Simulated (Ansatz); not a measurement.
Cost and result for the atomization energy of CH$_{5}$ClGeSe (`C[Se][GeH2][Cl]`) (9 atoms, 8 bonds).

Z-matrix (Å, degrees):
```
C
Se 1 1.957
H 1 1.088 2 109.8
H 1 1.088 2 110.5 3 -122.7
H 1 1.089 2 106.1 3 118.5
Ge 2 2.325 1 96.2 3 60.4
Cl 6 2.165 2 110.0 1 -62.6
H 6 1.532 2 109.0 1 179.4
H 6 1.535 2 111.6 1 53.2
```

Charge 0, multiplicity 1. Correlated methods include outer-core shells of Ge, Se, which these sets cover unevenly. Scalar relativity is left out up to krypton. The structure was optimised at the PBE0-D4/def2-TZVP level. It is one conformer, not always the lowest. Program: Ansatz. All runs use 4 threads of an INTEL XEON PLATINUM 8581C on a shared host. Times are those of one run each, without the atoms' runs, and a repeat can differ threefold. Electronic energies, without spin–orbit coupling; frozen cores. CCSD(T)/CBS adds CCSD(T) − MP2 in def2-TZVPP to the MP2 limit, and its time is that of the two runs behind it. T1 = 0.010. With those shells the extrapolation isn't a true limit. B3LYP takes the VWN-RPA correlation (the form of Gaussian; ORCA's B3LYP/G). HSE06 is the plane-wave form, built on full-range PBE exchange.

CCSD(T)/CBS is a level of theory with its own doubt, some kJ/mol a heavy atom from the limit and from the frozen cores, so smaller differences don't rank the functionals.

| level | functions | wall time | atomization (kcal/mol) | difference from CCSD(T)/CBS | per bond |
| --- | --- | --- | --- | --- | --- |
| BLYP-D4/def2-TZVPP | 239 | 1.6 s | 656.7 | -11.9 | -1.5 |
| revPBE-D4/def2-TZVPP | 239 | 1.7 s | 656.9 | -11.7 | -1.5 |
| PBE-D4/def2-TZVPP (with forces) | 239 | 1.9 s | 672.0 | 3.4 | 0.4 |
| BHLYP-D4/def2-TZVPP | 239 | 3 s | 648.2 | -20.4 | -2.6 |
| HSE06-D4/def2-TZVPP | 239 | 3.3 s | 665.2 | -3.4 | -0.4 |
| CAM-B3LYP-D4/def2-TZVPP | 239 | 3.3 s | 661.8 | -6.8 | -0.9 |
| B3LYP-D4/def2-TZVPP (with forces) | 239 | 4.5 s | 661.2 | -7.4 | -0.9 |
| B2PLYP/def2-TZVPP | 239 | 4.5 s | 654.6 | -14.0 | -1.8 |
| B97M-V/def2-TZVPP | 239 | 5.5 s | 671.2 | 2.6 | 0.3 |
| CCSD(T)/def2-SVP | 121 | 7 s | 621.6 | -47.0 | -5.9 |
| MP2/def2-QZVPP | 455 | 20 s | 666.6 | -2.0 | -0.2 |
| CCSD(T)/def2-TZVPP | 239 | 110 s | 652.8 | -15.8 | -2.0 |
| CCSD(T)/CBS(def2) | – | 2.2 min | 668.6 | 0.0 | 0.0 |

The D4 term adds +9.1 kcal/mol with B3LYP and +4.8 kcal/mol with PBE0; it sums over pairs of atoms, weighted by their polarisabilities, and B3LYP, whose exchange is more repulsive, gets the larger term. From r2SCAN to r2SCAN0 (25 % exact exchange), in def2-TZVPP and without D4, the atomization energy moves by −8.3 kcal/mol: exact exchange takes away binding that semilocal exchange gives to molecules. At CCSD(T), def2-SVP lies −47.0 kcal/mol from the extrapolated value and def2-TZVPP −15.8 kcal/mol: correlation converges slowly with the basis, and small sets miss more of it in the bonded molecule than in its fragments.

For some Ge, Se and Sn compounds the MP2-based and the directly extrapolated limit differ by 10 to 25 kJ/mol.
